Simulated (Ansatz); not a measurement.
Born–Oppenheimer molecular dynamics of CH6Ge (8 atoms, charge 0, multiplicity 1). It starts from a relaxed structure.

Level of theory: RKS CAM-B3LYP/def2-SVP (Ansatz).

| Quantity | Value |
| --- | --- |
| ensemble | NVT, Langevin thermostat |
| time step | 0.5 fs |
| steps asked | 150 |
| set temperature | 2000 K |
| friction | 0.005 /fs |
| seed | 299268 |

First frame:

```xyz
8
Properties=species:S:1:pos:R:3
Ge -0.002 0.004 -0.001
H -0.245 -0.176 1.506
H 1.512 0.125 -0.242
C -0.923 1.598 -0.652
H -2.007 1.505 -0.501
H -0.572 2.490 -0.115
H -0.732 1.741 -1.725
H -0.516 -1.247 -0.734
```

Problem. How far do the bonds stretch over the last three quarters of this one trajectory? (Pairs bonded in most of those frames.)

Solution. 
```tsv
bond	mean (Å)	spread (Å)	shortest	longest
Ge1–H2	1.538	0.023	1.49	1.58
Ge1–H3	1.551	0.058	1.44	1.67
Ge1–C4	1.997	0.085	1.87	2.10
Ge1–H8	1.575	0.110	1.40	1.76
C4–H5	1.127	0.078	1.00	1.26
C4–H6	1.114	0.059	1.00	1.21
C4–H7	1.117	0.074	0.99	1.23
```

Mean temperature of the second half: 1028 K. The mean temperature of the second half is 49 % below the set value. A run of 0.075 ps of so small a system gives no equilibrium averages.

Time of the run: 3.4 min on 2 threads of Arm Neoverse V2 (shared host), peak memory 0.16 GiB.
